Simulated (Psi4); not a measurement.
AlF$_{2}$ (SMILES [F][Al][F]), doublet, at a GFN2-xTB geometry (such geometries of metal compounds can be far from the true shape).

The Psi4 input:
```
memory 2 GB

molecule mol {
0 2
  Al   -0.004514    0.349223    0.001953
  F     1.554844   -0.232160   -0.001251
  F    -1.548323   -0.272273   -0.001571
}

set basis 6-31g
set reference uks

energy('m06-2x')
print_variables()
```

**Question.** What does this run give for the <S^2>, total energy?

**Answer.** 
```json
{
  "<S^2>": "0.752",
  "total_energy": "-442.0301 Eh"
}
```

These values belong to the state on which the SCF converged, which isn't shown to be the lowest.
